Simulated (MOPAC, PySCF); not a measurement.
[Zr(H)4], neutral singlet in the gas phase. 

Cartesian coordinates (Å):
```xyz
5

Zr     0.0000     0.0001     0.0000
H     -0.7409    -0.3755     1.6582
H      1.7956     0.4169     0.2051
H     -0.1686    -1.4817    -1.1025
H     -0.8860     1.4409    -0.7610
```
Charge 0, multiplicity 1.

All levels are single points at this geometry (BP86-D3(BJ)/def2-SVP); Pople sets use spherical d functions. Orbital energies aren't observables, and empty levels follow the basis.

BP86/6-31G* (LANL2DZ on Zr) in PySCF gives dipole (D) = 0.00.

Question: Estimate the dipole (D) from each of these levels: B3LYP-D3(BJ)/def2-TZVP in PySCF; TPSSh-D3(BJ)/def2-TZVP in PySCF; M06-2X/6-31G* (LANL2DZ on Zr) in PySCF; PM6 in MOPAC; PM7 in MOPAC.

Answer: 
| level | dipole (D) |
|---|---|
| B3LYP-D3(BJ)/def2-TZVP in PySCF | 0.00 |
| TPSSh-D3(BJ)/def2-TZVP in PySCF | 0.00 |
| M06-2X/6-31G* (LANL2DZ on Zr) in PySCF | 0.00 |
| PM6 in MOPAC | 0.00 |
| PM7 in MOPAC | 0.00 |
